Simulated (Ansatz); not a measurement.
The molecule AlCu, closed-shell singlet (the spin of the measured ground state). No spin–orbit coupling. Cu is treated without relativity.

| level | bond energy D_e (kJ/mol) |
|---|---|
| SVWN5/def2-TZVPP | 283.2 |
| PBE/def2-TZVPP | 236.7 |
| r2SCAN/def2-TZVPP | 221.6 |
| B97M-V/def2-TZVPP | 234.8 |
| B3LYP/def2-TZVPP | 200.1 |
| PBE0/def2-TZVPP | 192.9 |
| BHLYP/def2-TZVPP | 158.0 |
| CAM-B3LYP/def2-TZVPP | 186.7 |
| wB97X-V/def2-TZVPP | 188.0 |
| wB97M-V/def2-TZVPP | 209.0 |
| CCSD/def2-TZVPP | 168.8 |
| CCSD/def2-QZVPP | 177.7 |
| CCSD(T)/def2-TZVPP | 195.4 |
| CCSD(T)/def2-QZVPP | 206.6 |

The rows run from 158.0 (BHLYP/def2-TZVPP) to 283.2 kJ/mol (SVWN5/def2-TZVPP). From def2-TZVPP to def2-QZVPP CCSD(T) changes by 11.2. The 10 functionals in def2-TZVPP without D3 or D4 span 125.1, from BHLYP to SVWN5.

D_e counts from the fitted minimum to each atom's lowest state at the same level, without counterpoise. The singlet is restricted.

Correlated levels freeze the inner cores; with def2 sets outer-core shells near the valence are correlated too.

Doubts at one or more of the structures used: a restricted determinant that unrestricted orbitals would lower (CCSD/def2-TZVPP, CCSD/def2-QZVPP, CCSD(T)/def2-TZVPP, CCSD(T)/def2-QZVPP).

Programs: Ansatz (a quantum-chemistry and plane-wave program) with Gaussian orbitals.
